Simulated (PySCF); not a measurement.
C4H4Cl2. Atoms are numbered in the order given.

```xyz
10

Cl     0.2778     2.8457     0.0000
C     -0.9254     1.6120     0.0000
C     -0.6582     0.2967     0.0000
C      0.6582    -0.2967     0.0000
C      0.9254    -1.6120     0.0000
Cl    -0.2778    -2.8457     0.0000
H     -1.9446     2.0023     0.0000
H     -1.5183    -0.3790     0.0000
H      1.5183     0.3790     0.0000
H      1.9446    -2.0023     0.0000
```
Charge 0, spin multiplicity 1.

Coordinates come from a PBE0-D3(BJ)/def2-SVP optimisation. One conformer was computed; it need not be the lowest.

All values below come from PBE/def2-TZVP (PySCF).

ESP charges are fitted to the potential on shells at 1.4 to 2.0 van der Waals radii. Atomic charges (e):

```
atom  ESP fit  Mulliken    IAO
----  -------  --------  -----
Cl1     -0.02     -0.07   0.00
C2      -0.33     -0.06  -0.18
C3       0.01     -0.13  -0.17
C4       0.01     -0.13  -0.17
C5      -0.33     -0.06  -0.18
Cl6     -0.02     -0.07   0.00
H7       0.22      0.14   0.17
H8       0.12      0.12   0.17
H9       0.12      0.12   0.17
H10      0.22      0.14   0.17
```

Computed Mayer and Wiberg (Löwdin basis) orders of the bonds:
| bond | Mayer | Wiberg |
|---|---|---|
| Cl1–C2 | 1.15 | 1.76 |
| C2–C3 | 1.81 | 2.00 |
| C3–C4 | 1.15 | 1.34 |
| C4–C5 | 1.81 | 2.00 |
| C5–Cl6 | 1.15 | 1.76 |
| C2–H7 | 0.94 | 0.87 |
| C3–H8 | 0.91 | 0.80 |
| C4–H9 | 0.91 | 0.80 |
| C5–H10 | 0.94 | 0.87 |
